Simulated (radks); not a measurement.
Q: Successive ionisation energies (eV) of one element, from differences of total energies of ions in their ground configurations, starting at charge 0: 7.305, 15.891, 30.107, 43.346, 57.695, 72.992, 89.109, 152.11, 171.88, 191.86, 217.65, 239.19, 260.83, 315.90, 341.23, 606.26, 660.39, 715.94, 772.81, 830.90, 907.12, 969.71. Method: scalar-relativistic Kohn-Sham, LDA (Slater exchange, VWN5 correlation), spin-polarised, spherical densities, finite nucleus; open shells are filled with parallel spins first (spin-orbit coupling, left out, can overturn this in heavy ions); Fermi nuclear charge, rms radius 4.4112 fm; computed with a radial shooting solver on a logarithmic mesh with Libxc functionals. Which element is it?

A: Technetium (Z = 43). The first species listed is Tc in [Kr] 4d5 5s2, the last Tc21+ in [Ar] 3d4.
